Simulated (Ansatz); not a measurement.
Gas-phase electronic energies from Ansatz, PBE0-D4/def2-TZVP geometries. CCSD(T)/CBS is the MP2 limit (def2-TZVPP, def2-QZVPP) plus CCSD(T) − MP2 in def2-TZVPP, frozen cores. Functionals use def2-TZVPP. B3LYP here is the variant with VWN-RPA as its local correlation; programs differ in this. Each species was taken in one conformer, which may not be the lowest.

Reaction (formal exchange of groups at the Si–O bond): `CO[SiH2][SiH2]N` + `N=CC(F)F` → `N=C[SiH2][SiH2]N` + `COC(F)F`

`CO[SiH2][SiH2]N`:

```xyz
14

C     1.268    1.564    0.806
O     0.589    0.685    1.674
Si    0.133   -0.831    1.216
Si   -1.377   -0.822   -0.585
N    -0.564   -0.209   -1.986
H     1.380    2.524    1.314
H     2.267    1.185    0.558
H     0.714    1.721   -0.126
H    -0.480   -1.457    2.415
H     1.335   -1.633    0.821
H    -1.946   -2.203   -0.724
H    -2.529    0.084   -0.323
H    -1.107    0.015   -2.806
H     0.315   -0.623   -2.254
```

`N=CC(F)F`:

Cartesian coordinates in Å:
```
N -0.737 -0.816 -1.103
C -0.312 -0.493 0.036
C 0.519 0.749 0.180
F -0.085 1.593 1.054
F 1.725 0.421 0.706
H -1.286 -1.674 -1.067
H -0.490 -1.040 0.969
H 0.666 1.260 -0.775
```

`N=C[SiH2][SiH2]N`:

Z-matrix (Å, degrees):
```
Si
C 1 1.900
Si 1 2.343 2 108.5
H 1 1.492 2 107.4 3 -122.7
H 1 1.491 2 106.9 3 122.9
N 2 1.271 1 119.8 3 -10.1
H 2 1.101 1 119.0 3 170.4
N 3 1.717 1 106.0 2 42.6
H 3 1.490 1 110.7 2 161.3
H 3 1.498 1 107.8 2 -83.1
H 6 1.022 2 111.8 1 -179.4
H 8 1.007 3 120.7 1 173.7
H 8 1.012 3 115.2 1 -46.0
```

`COC(F)F`:

Z-matrix (Å, degrees):
```
C
O 1 1.417
H 1 1.093 2 111.2
H 1 1.096 2 110.9 3 122.1
H 1 1.088 2 106.4 3 -119.3
C 2 1.349 1 113.9 3 -66.8
F 6 1.336 2 107.6 1 -172.4
F 6 1.360 2 111.2 1 70.3
H 6 1.099 2 113.6 1 -50.8
```

**Question.** Is it downhill or uphill in electronic energy at CCSD(T)/CBS, and by how much? (Estimate.)

**Answer.** The calculation gave: Uphill: ΔE = +18.8 kcal/mol.

**Question.** What do these levels give: r2SCAN-D4, PBE, r2SCAN, B3LYP, SCS-MP2/def2-TZVPP, CCSD/def2-TZVPP, CCSD(T)/def2-TZVPP, HF/def2-QZVPP, SCS-MP2/def2-QZVPP, HF/CBS(def2), MP2/CBS(def2), CCSD/CBS(def2)? (Best estimate.)

**Answer.** Computed: r2SCAN-D4 17.4, PBE 16.4, r2SCAN 17.5, B3LYP 19.2, SCS-MP2/def2-TZVPP 19.7, CCSD/def2-TZVPP 18.8, CCSD(T)/def2-TZVPP 18.0, HF/def2-QZVPP 21.3, SCS-MP2/def2-QZVPP 20.3, HF/CBS(def2) 21.3, MP2/CBS(def2) 19.7, CCSD/CBS(def2) 19.5 kcal/mol.

Largest T1 diagnostic among the species: 0.013.

In def2-TZVPP, CCSD(T) changes the Hartree–Fock value by −2.9 kcal/mol (the triples alone add −0.7 kcal/mol) and MP2 by −2.0 kcal/mol.
